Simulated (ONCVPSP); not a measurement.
**Which change was made? (Pm, ONCV)**

* Element: Pm (Z = 61)
* Generator: ONCVPSP 4.0.1
* Type: optimised norm-conserving Vanderbilt (ONCV)
* Functional: PBEsol
* Relativity: scalar-relativistic
* Frozen core: [Kr] 4d10 4f4
* Valence charge: 11
* Reference configuration: 5s2 5p6 5d1 6s1 (charge +1)
* Partial waves: 5s+6s: rc 2.15 bohr, ncon 5, nbas 8, qcut 5.7 1/bohr, 2 projectors; 5p: rc 2.65 bohr, ncon 5, nbas 9, qcut 4.2 1/bohr, 3 projectors, debl 2.6 Ha; 5d: rc 3.45 bohr, ncon 5, nbas 10, qcut 3.6 1/bohr, 1 projector; f scattering state at 0.03 Ha: rc 3.75 bohr, ncon 4, nbas 7, qcut 3 1/bohr, 2 projectors, debl 3.8 Ha
* Local potential: polynomial inside 2.00 bohr (lpopt 5, dvloc0 0 Ha)
* Core correction: Teter function, fcfact 1.5, rcfact 1.15

Cutoffs, loose and tight: the cutoffs (Ha) at which the residual kinetic energy of the hardest occupied pseudo-wave falls to 1 and 0.1 mHa per electron. They do not see the model core or the augmentation charge, which bear on the density cutoff. Test errors are all-electron minus pseudo excitation energies from the reference, over the configurations 5s2 5p6 5d1 6s2; 5s2 5p6 5d1 6s0; 5s2 5p6 5d0 6s0; 5s2 5p6 5d1.5 6s1.5; variants that change the core or the reference have their own tests.

The base gives: outcome: generated; cutoff, loose: 13 Ha; cutoff, tight: 16 Ha; bound ghosts: none; GHOST(+) flags above zero: s, f; largest test error (meV): +12.

(1) After one change the result is: outcome: generated; cutoff, loose: 11 Ha; cutoff, tight: 13 Ha; bound ghosts: none; GHOST(+) flags above zero: f; largest test error (meV): +11. Which change was it?
A. s: rc 2.54
B. s: rc 2.86
C. s: rc 1.74; local potential polynomial inside 1.74 bohr (lpopt 5, dvloc0 0 Ha)

## Answers

(1) A. The others give: s: rc 2.86 → outcome: generated; cutoff, loose: 9.1 Ha; cutoff, tight: 11 Ha; bound ghosts: none; GHOST(+) flags above zero: f; largest test error (meV): +12 | s: rc 1.74; local potential polynomial inside 1.74 bohr (lpopt 5, dvloc0 0 Ha) → outcome: failed: ERROR pspot: first pseudo wave function has node, program will stop.
